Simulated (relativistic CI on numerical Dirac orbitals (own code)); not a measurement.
**Magnetism of Tc⁶⁺, 4d, in a crystal field**

Calculated by Dirac-Coulomb-Breit CI, KLI orbitals optimised for each configuration, model QED (radiative potential, 1s self-energy scaled to tabulated hydrogen-like ionisation energies), valence Slater integrals scaled by 0.8, one configuration in a parametric crystal field (own radial code).

Field parameters in Wybourne normalisation: Td as Oh with Dq negative (B⁴₀ = 21Dq, B⁴₄ = √(5/14) B⁴₀). The field is a parameter set, without covalency.

S is read from ⟨S²⟩ = S(S + 1).

Powder χT (cm³ K mol⁻¹) by Van Vleck's formula, with temperature-independent terms:

| Field | 2 K | 5 K | 10 K | 20 K | 50 K | 100 K | 200 K | 300 K |
| --- | --- | --- | --- | --- | --- | --- | --- | --- |
| Td, 10Dq = -3800 cm⁻¹ | 0.155 | 0.155 | 0.156 | 0.157 | 0.162 | 0.169 | 0.184 | 0.199 |
| Td, 10Dq = -6800 cm⁻¹ | 0.174 | 0.174 | 0.175 | 0.176 | 0.18 | 0.186 | 0.199 | 0.212 |
| Td, 10Dq = -9850 cm⁻¹ | 0.213 | 0.213 | 0.214 | 0.215 | 0.218 | 0.223 | 0.232 | 0.242 |
| Td, 10Dq = -12850 cm⁻¹ | 0.243 | 0.243 | 0.243 | 0.244 | 0.246 | 0.25 | 0.258 | 0.266 |
| Td, 10Dq = -15900 cm⁻¹ | 0.264 | 0.264 | 0.265 | 0.265 | 0.267 | 0.27 | 0.277 | 0.283 |
| Td, 10Dq = -18950 cm⁻¹ | 0.28 | 0.28 | 0.281 | 0.281 | 0.283 | 0.285 | 0.291 | 0.296 |

**Question.** For Td, 10Dq = -18950 cm⁻¹: what effective moment follows at 300 K?

**Answer.** μ_eff = √(8χT) = 1.54 μB. The ground level has S = 0.50; the spin-only moment for S = 1/2 is 1.73 μB. The difference comes from the orbital moment, spin-orbit mixing of terms and temperature-independent paramagnetism, all larger in this ionic model than in covalent complexes.
